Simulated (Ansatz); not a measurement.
`[SiH3][O][Cd][Br]` + `[AsH3]` → `[SiH3][AsH2]` + `[OH][Cd][Br]` at 500 K and 1 bar (ligand exchange at the Si–O bond).

Calculated with Ansatz (gas phase, PBE0-D4/def2-TZVP geometries, no zero-point term in ΔE). CBS: MP2 limit from def2 TZ/QZ plus the TZ coupled-cluster correction, frozen cores. Elements past krypton have def2 core potentials. For As, Br, Cd outer-core shells are correlated without core-valence functions, which leaves a few kJ/mol of doubt a bond. Scalar relativity is left out up to krypton. One conformer a species, not always the lowest.

| species | CCSD(T)/CBS energy (Eh) | H − E (kJ/mol) | S (J/(mol·K)) |
| --- | --- | --- | --- |
| `[SiH3][O][Cd][Br]` | -3107.18482 | 119.4 | 431.9 |
| `[AsH3]` | -2236.79077 | 76.6 | 245.1 |
| `[SiH3][AsH2]` | -2527.08228 | 138.1 | 337.6 |
| `[OH][Cd][Br]` | -2816.86459 | 63.6 | 345.2 |

H − E and S are ideal-gas, rigid-rotor, harmonic terms from PBE0-D4/def2-TZVP, for one conformer and one mirror image of each species. 1 Eh = 2625.50 kJ/mol, R = 8.31446 J/(mol·K).

Problem. By hand: ΔE, ΔH, ΔS and ΔG.

Solution. ΔE = (-2527.08228) + (-2816.86459) − (-3107.18482) − (-2236.79077) = 0.02872 Eh = 75.4 kJ/mol. Δ(H − E) = 138.1 + 63.6 − 119.4 − 76.6 = 5.7, so ΔH = 81.1 kJ/mol. ΔS = 337.6 + 345.2 − 431.9 − 245.1 = 5.8 J/(mol·K). ΔG = 81.1 − 500 × (5.8)/1000 = 78.2 kJ/mol.

Problem. By hand: the equilibrium constant, and the temperature at which ΔG would vanish if ΔH and ΔS stayed fixed.

Solution. log₁₀ K = −ΔG/(RT ln 10) = -8.2. ΔG = 0 at ΔH/ΔS = 13983 K, far beyond where these terms or the molecules hold.

The number of gas molecules stays the same, so ΔS is small and ΔH decides. A doubt of 5 kJ/mol in ΔE shifts log₁₀ K by 0.5 here. Other conformers and mirror images would add mixing entropy, several J/(mol·K) or more a flexible species. Modes under 60 cm⁻¹, often nearly free rotors, make the harmonic entropy too high. These are equilibria of isolated gas molecules and say nothing of rates. Largest T1 diagnostic: 0.014 (customary marks: 0.02 for closed shells, 0.045 for open ones).
